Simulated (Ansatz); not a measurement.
Reaction (ligand exchange at the Si–O bond): `O[SiH2]O[SiH2]Cl` + H–F → `F[SiH2]O[SiH2]Cl` + H₂O

Program: Ansatz. Geometries: PBE0-D4/def2-TZVP. ΔE: electronic, gas phase. CCSD(T)/CBS is the MP2 limit (def2-TZVPP, def2-QZVPP) plus CCSD(T) − MP2 in def2-TZVPP, frozen cores. This one scheme is used for every species. Functionals use def2-TZVPP. Each species was taken in one conformer, which may not be the lowest.

Task: Is it downhill or uphill in electronic energy at CCSD(T)/CBS, and by how much? (Estimate.)

Result: The calculation gave: Downhill: ΔE = -40.6 kJ/mol.

Task: What do these levels give: PBE0-D4, BLYP, PBE0, BHLYP, MP2/def2-SVP, CCSD/CBS(def2)? (An estimate is asked.)

Result: The calculation gave: PBE0-D4 -37.8, BLYP -47.3, PBE0 -40.5, BHLYP -45.9, MP2/def2-SVP -36.9, CCSD/CBS(def2) -42.3 kJ/mol.

Largest T1 diagnostic among the species: 0.011.

Leaving LDA and LC-ωPBE aside and taking each functional with its dispersion term where it has one, the values, not all of them listed here, spread over 7.6 kJ/mol, from B97M-V to revPBE-D4. LDA lies +6.7 kJ/mol from PBE without D4. In def2-TZVPP, CCSD(T) changes the Hartree–Fock value by +9.5 kJ/mol (the triples alone add +1.7 kJ/mol) and MP2 by +11.0 kJ/mol. The D4 term adds +5.0 kJ/mol with B3LYP and +2.7 kJ/mol with PBE0; it sums over pairs of atoms, weighted by their polarisabilities, and B3LYP, whose exchange is more repulsive, gets the larger term.

B3LYP here is the variant with VWN-RPA as its local correlation; programs differ in this.
